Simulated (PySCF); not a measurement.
BFGeH₄O, SMILES O[B](F)[GeH3]. Atoms are numbered in the order given.

```xyz
8

B     -0.0082     1.0510     0.0000
F     -1.1716     1.7098     0.0000
Ge     0.0156    -1.0214     0.0000
H     -0.7169    -1.5701     1.2402
H     -0.7169    -1.5701    -1.2402
H      1.4508    -1.5749     0.0000
O      1.1359     1.7555     0.0000
H      0.9823     2.7107     0.0000
```
Charge 0, spin multiplicity 1.

Geometry optimised at PBE0-D3(BJ)/def2-SVP. This is a generated structure with no PubChem entry under its InChIKey; it may be hypothetical. Other conformers were not sampled.

Two levels are set side by side: PBE/pcSseg-1 (PySCF) and KT2/pcSseg-1 (PySCF). GIAO shifts against BF3 (¹¹B), CFCl3 (¹⁹F), GeH4 (⁷³Ge), H2O (¹⁷O), TMS (¹H) at the same level; non-relativistic, no solvent, atoms listed together averaged. Differences are taken from unrounded values.

| quantity | PBE |
|---|---|
| δ(¹¹B) of B1 (ppm) | 20.4 |
| δ(¹⁹F) of F2 (ppm) | -59.2 |
| δ(⁷³Ge) of Ge3 (ppm) | -36.3 |
| δ(¹H) of H4, H5, H6 (ppm) | 3.70 |
| δ(¹⁷O) of O7 (ppm) | 173.6 |
| δ(¹H) of H8 (ppm) | 5.33 |

Question: These are the PBE values. What does KT2 give? (Estimate from the structure and the level; the computed values follow.)

Answer: 
| quantity | KT2 | PBE minus KT2 |
|---|---|---|
| δ(¹¹B) of B1 (ppm) | 18.7 | 1.7 |
| δ(¹⁹F) of F2 (ppm) | -70.7 | 11.5 |
| δ(⁷³Ge) of Ge3 (ppm) | -36.7 | 0.4 |
| δ(¹H) of H4, H5, H6 (ppm) | 3.66 | 0.04 |
| δ(¹⁷O) of O7 (ppm) | 163.8 | 9.8 |
| δ(¹H) of H8 (ppm) | 5.21 | 0.12 |

Rough cost on one machine, each run with all the roots and properties that it gave: KT2 against PBE within a factor of 2.
